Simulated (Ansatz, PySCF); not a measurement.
Reaction (SMILES): O[Si](O)(F)F -> O[Si](F)F + [OH] (HO) (the O-Si bond at the site shown breaks; other sites are not compared here)
Structures are relaxed separately at B3LYP-D3(BJ)/def2-TZVP in Ansatz (an electronic-structure program), one conformer each, not searched for the lowest. Frequencies are from Ansatz or PySCF.

Property: bond dissociation energy (enthalpy at 298 K, with B3LYP-D3(BJ) rigid-rotor harmonic-oscillator terms), in kcal/mol. Correlated levels leave the core frozen unless marked. Open shells are spin-unrestricted. No spin-orbit coupling. Non-relativistic. CBS marks a two-point X^-3 extrapolation of the correlation energy; Hartree-Fock from the larger set. [CCSD(T)-MP2]/basis is that difference in the basis named.

```
level                                                                 program  bond dissociation energy (kcal/mol)
-------------------------------------------------------------  --------------  -----------------------------------
BLYP/def2-TZVPD                                                        Ansatz                                127.0
PBE0-D3(BJ)/def2-TZVP                                          Ansatz + dftd3                                133.7
LC-wPBE-D4/def2-TZVPD                                          Ansatz + dftd4                                    ?
SCS-MP2/6-31G                                                          Ansatz                                109.2
CCSD/cc-pwCVTZ                                                         Ansatz                                    ?
RI-MP2/CBS(cc-pV(T+d)Z,cc-pV(Q+d)Z)+[CCSD(T)-MP2]/cc-pV(T+d)Z          Ansatz                                141.3
```

**Question.** What belongs in the gaps?

**Answer.** 
- LC-wPBE-D4/def2-TZVPD, bond dissociation energy (kcal/mol): 134.9
- CCSD/cc-pwCVTZ, bond dissociation energy (kcal/mol): 137.2
